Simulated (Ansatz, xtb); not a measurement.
**Ranking isomers of H2OSn**

3 gas-phase structures of H2OSn, found in a search over its isomers (lower ones may exist). Each was relaxed with GFN2-xTB; where two conformers were screened, the lower at r2SCAN-D4/def2-SVP is listed:

A. `[O]=[SnH2]`, a singlet
B. `[OH][SnH]`, a triplet
C. `[OH][SnH]`, a singlet

Problem. Estimate their order in r2SCAN-D4/def2-SVP energy at these geometries, lowest first.

Solution. Calculated order at r2SCAN-D4/def2-SVP: C (0.0), B (186.5), A (230.9) kJ/mol.

Energies above the lowest of each column, in kJ/mol; the last columns are at B3LYP-D3(BJ)/def2-SVP geometries and were run for some of them only (a dash: not run or not comparable):

```json
{"structure": "C", "GFN2-xTB": "0.0", "HF/STO-3G": "0.0", "r2SCAN-D4/def2-SVP": "0.0", "B3LYP-D3(BJ)/def2-SVP": "0.0", "CCSD(T)/def2-TZVPP": "0.0"}
{"structure": "B", "GFN2-xTB": "–", "HF/STO-3G": "146.0", "r2SCAN-D4/def2-SVP": "186.5", "B3LYP-D3(BJ)/def2-SVP": "191.0", "CCSD(T)/def2-TZVPP": "187.6"}
{"structure": "A", "GFN2-xTB": "239.1", "HF/STO-3G": "135.7", "r2SCAN-D4/def2-SVP": "230.9", "B3LYP-D3(BJ)/def2-SVP": "–", "CCSD(T)/def2-TZVPP": "–"}
```

Every level run on C puts it lowest or level with the lowest. Some further structures that were screened fall inside this span and aren't listed. Flexible structures stand in one conformer each, not always the lowest. Frequencies (B3LYP-D3(BJ)/def2-SVP) were run for B, C alone. GFN2-xTB has no spin polarisation and isn't compared across spin states. Open shells are spin-unrestricted. Atoms past krypton carry core potentials in the def2 sets, without spin–orbit terms.

Programs: Ansatz 0.2.0, xtb 6.7.1.
